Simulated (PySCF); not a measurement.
**Input and output of a scripted DFT run**

The script drives PySCF SCF with an in-house response code with single-precision fitted integrals, so total energies wander by about 1e-6 Eh between cycles (the fitting error itself is about 1e-3 Eh and cancels in differences); atoms count from 0. Kgrid is the grid level of the response kernel; vcut the energy (Eh) above which virtual orbitals leave the response; delta the states run by ΔSCF (the anion only where the lumo is low enough to bind); pop asks for populations, which are stored and not printed; grid is the SCF grid level (2 if not given).

Spin-orbit coupling is left out, which matters for the heavier atoms here. The basis has no diffuse functions, so the polarisability comes out too low.

Job and coordinates (Å):

```
{"job": {"kind": "uv", "basis": "def2-SVP", "grid": 1, "kgrid": 0, "vcut": null, "nstates": 6, "ntriplets": 2, "tda": false, "delta": ["ip_vertical"], "pop": true, "xc": "PBE"}, "charge": 0, "multiplicity": 1}
Ge    -3.473747    -1.322384     1.231485
Ge    -3.474019    -1.321721    -1.230540
Ge    -3.569878     0.994618    -2.023226
Ge    -5.532711     2.159030     1.201982
Ge    -5.531483     2.159176    -1.202402
Ge    -3.570617     0.994720     2.023043
Ge     2.653265    -2.458386    -2.034824
Ge    -1.480439    -2.447941    -2.046914
Ge     4.651173    -1.338625     1.226445
Ge     4.651463    -1.338294    -1.226901
Ge     0.584482    -1.394569     1.260385
Ge     0.584959    -1.394042    -1.260426
Ge     2.652873    -2.459015     2.033834
Ge    -1.480479    -2.448591     2.047421
Ge     4.606372     0.940209    -2.053799
Ge     0.574988     0.991050    -1.971745
Ge     2.640830     2.107719     1.229830
Ge     2.640423     2.107674    -1.228754
Ge     4.606703     0.939817     2.054305
Ge    -1.508286     2.070267     1.234004
Ge    -1.508831     2.070694    -1.232384
Ge     0.575600     0.990490     1.972334
H     -4.708137    -2.086846     1.735851
H     -4.708396    -2.086431    -1.735129
H     -3.569742     0.988308    -3.559231
H     -5.591194     3.571324     1.754323
H     -6.802962     1.538032     1.753718
H     -5.589749     3.571612    -1.754447
H     -6.802550     1.540005    -1.754430
H     -3.570415     0.989136     3.559288
H      2.663520    -2.565172    -3.552503
H      2.657054    -3.926014    -1.625871
H     -1.489274    -2.564876    -3.563642
H     -1.496585    -3.915391    -1.631546
H      5.893839    -2.061281     1.768493
H      5.893710    -2.060780    -1.768549
H      2.663601    -2.566266     3.551773
H      2.657447    -3.926536     1.624564
H     -1.488207    -2.564939     3.564155
H     -1.496875    -3.915889     1.631157
H      4.681292     0.980100    -3.571064
H      5.872314     1.687398    -1.653528
H      0.582280     0.985082    -3.513891
H      2.651549     3.550195     1.759707
H      2.651964     3.549982    -1.758105
H      5.872213     1.687253     1.652876
H      4.682814     0.979344     3.571545
H     -1.490203     3.529566     1.720354
H     -1.490703     3.529851    -1.718830
H      0.581841     0.983999     3.513939
```

Command:

```bash
OMP_NUM_THREADS=4 python large_run.py task.json out
```

Q: What does the program print?

A: 
```
start: PBE on a coarse grid of 216471 points
cycle   1  E = -45698.3494302226  dE = -1.088e+01  |g| = 2.124e+00  |ddm| = 8.826e+00
cycle   2  E = -45698.0879442306  dE =  2.615e-01  |g| = 2.592e+00  |ddm| = 3.335e+00
cycle   3  E = -45698.6936015715  dE = -6.057e-01  |g| = 3.516e-01  |ddm| = 2.376e+00
cycle   4  E = -45698.7376150592  dE = -4.401e-02  |g| = 6.817e-02  |ddm| = 6.556e-01
cycle   5  E = -45698.7386465699  dE = -1.032e-03  |g| = 4.116e-02  |ddm| = 1.622e-01
cycle   6  E = -45698.7391821209  dE = -5.356e-04  |g| = 9.179e-03  |ddm| = 7.561e-02
final grid: 216471 points
cycle   7  E = -45698.7390816462  dE =  1.005e-04  |g| = 2.012e-02  |ddm| = 4.890e-02
cycle   8  E = -45698.7384173358  dE =  6.643e-04  |g| = 4.803e-02  |ddm| = 1.109e-01
cycle   9  E = -45698.7391938583  dE = -7.765e-04  |g| = 5.194e-03  |ddm| = 8.097e-02
cycle  10  E = -45698.7392061946  dE = -1.234e-05  |g| = 8.929e-04  |ddm| = 8.469e-03
cycle  11  E = -45698.7392320786  dE = -2.588e-05  |g| = 1.716e-04  |ddm| = 1.511e-03
cycle  12  E = -45698.7392263012  dE =  5.777e-06  |g| = 4.145e-05  |ddm| = 2.824e-04
converged SCF energy = -45698.7392263012
Vertical ionisation energy (delta-SCF) = 7.1380 eV   <S^2> = 0.751

Static polarisability (au): isotropic 731.970, principal 615.740 624.301 955.870

Singlet excitations
state   eV       nm        f      main configurations
  1   3.3901    365.7   0.00001   H->L 0.98
  2   3.5766    346.7   0.00003   H-1->L 0.99
  3   3.6359    341.0   0.00004   H->L+1 0.89, H-2->L 0.10
  4   3.7283    332.5   0.00001   H-2->L 0.88, H->L+1 0.09
  5   3.7744    328.5   0.00027   H-3->L 0.94
  6   3.8581    321.4   0.00125   H-1->L+1 0.98

Triplet excitations (Tamm-Dancoff, eV): 3.2719 3.4810
```

Q: Roughly how long does this take on 4 threads of Arm Neoverse N1 (shared host), and how large is the basis?

A: About 2.6 min of wall time, peak memory 3.3 GiB; 844 basis functions and 1584 fitting functions.
